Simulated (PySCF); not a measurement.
Dipole moment and polarisability of cis-Si(PH3)2Cl4

Compound: cis-Si(PH3)2Cl4.
Structure used (PBE0-D3(BJ)/def2-SVP), in Å, numbered top down from 1:
```xyz
13
Cl4H6P2Si angstrom
Si    -0.8012    0.0188   -0.8097
P     -0.8318   -0.0243    1.6869
H      0.3671   -0.0608    2.4510
H     -1.5180   -1.1179    2.2662
H     -1.4776    1.0722    2.3060
Cl    -0.5624    0.0512   -2.9101
P      1.7056   -0.0046   -0.7972
H      2.2971   -1.0898   -1.4863
H      2.4615   -0.0475    0.4073
H      2.3281    1.0992   -1.4276
Cl    -2.9056    0.0286   -0.6208
Cl    -0.5019    2.1472   -0.4886
Cl    -0.5304   -2.1242   -0.5548
```

Level: wB97X-D/def2-SVPD (PySCF), static field, nuclei fixed, core orbitals frozen in the response. The polarisability tensor in these axes (au):

```
x   141.82  -0.07  -1.95
y    -0.07 129.08  -0.22
z    -1.95  -0.22 141.49
```

Problem. Diagonalise the tensor; give its mean and Δα, where Δα² is half the sum of the squared differences of the eigenvalues.

Solution. Principal values 129.07, 139.70 and 143.61 au; mean 137.46 au = 20.37 Å³ = 22.66 × 10⁻⁴⁰ C²·m²/J; Δα = 13.03 au (9 % of the mean).

Problem. What is the dipole moment, and where does it point?

Solution. (4.63, -0.12, 4.76) D, 6.64 D in size, pointing from the negative to the positive side. Measured along this direction, the outermost atoms are Cl6 and Cl11 at the negative end and H3 and H9 at the positive end.

Problem. Find the Langevin capture rate constant for O2+ (31.990 u) meeting this molecule (235.847 u), k = 2.342 × 10⁻⁹ cm³/s × √(α in Å³ / reduced mass in u).

Solution. The reduced mass is 28.17 u, so k = 1.99 × 10⁻⁹ cm³/s. The formula leaves out the permanent dipole, which adds to the capture rate.

Problem. In a dilute gas of rigid molecules at 400 K, how does the orientational term μ²/3kT compare with the electronic polarisability?

Solution. In Gaussian units μ²/3kT = 266.51 Å³ against 20.37 Å³, a ratio of 13.08; the Debye molar polarisation (4π/3)N_A(α + μ²/3kT) is 723.7 cm³/mol, leaving out the vibrational part.

Problem. Molar refractivity from α?

Solution. Lorentz–Lorenz: R = (4π/3)N_A α = 2.5225 cm³/(mol·Å³) × 20.37 Å³ = 51.4 cm³/mol, in the limit of long wavelengths.

Problem. Along which axes do the principal values lie, and how far do the nuclei extend along each?

Solution. Largest value along (0.74, 0.01, -0.68), where the nuclei span 5.35 Å; middle along (0.68, -0.02, 0.74), 4.58 Å; least along (0.01, 1.00, 0.02), 4.27 Å. The response follows the extents in order.

Isolated species at its PBE0-D3(BJ)/def2-SVP geometry, gas phase.
